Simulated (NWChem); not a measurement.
Molecule: HfH4O; SMILES [HfH3][OH]

```xyz
6

Hf     0.0283     0.1576    -0.0026
O      0.0832    -1.7313    -0.0084
H      0.1114    -2.6873    -0.0113
H     -0.9655     0.7072     1.4663
H      1.7702     0.7905     0.1117
H     -0.7709     0.7220    -1.5807
```
Atoms are numbered in this order, from 1.

All runs use the structure optimised with PBE0/def2-SVP. def2 effective core potentials on Hf; no spin-orbit coupling.

Question: List the 6 lowest vertical singlet excitations from LRC-wPBEh/def2-SVP with def2 effective core potentials on Hf, full TDDFT (NWChem).

Answer: 
```json
[
 {"state": "S1", "energy (eV)": "4.64", "oscillator strength": "0.000", "leading excitation (squared amplitude)": "HOMO → LUMO (0.44)"},
 {"state": "S2", "energy (eV)": "4.85", "oscillator strength": "0.000", "leading excitation (squared amplitude)": "HOMO → LUMO+1 (0.45)"},
 {"state": "S3", "energy (eV)": "4.85", "oscillator strength": "0.000", "leading excitation (squared amplitude)": "HOMO−1 → LUMO+1 (0.45)"},
 {"state": "S4", "energy (eV)": "5.23", "oscillator strength": "0.023", "leading excitation (squared amplitude)": "HOMO−1 → LUMO (0.39)"},
 {"state": "S5", "energy (eV)": "5.68", "oscillator strength": "0.002", "leading excitation (squared amplitude)": "HOMO → LUMO+2 (0.92)"},
 {"state": "S6", "energy (eV)": "5.68", "oscillator strength": "0.002", "leading excitation (squared amplitude)": "HOMO−1 → LUMO+2 (0.92)"}
]
```
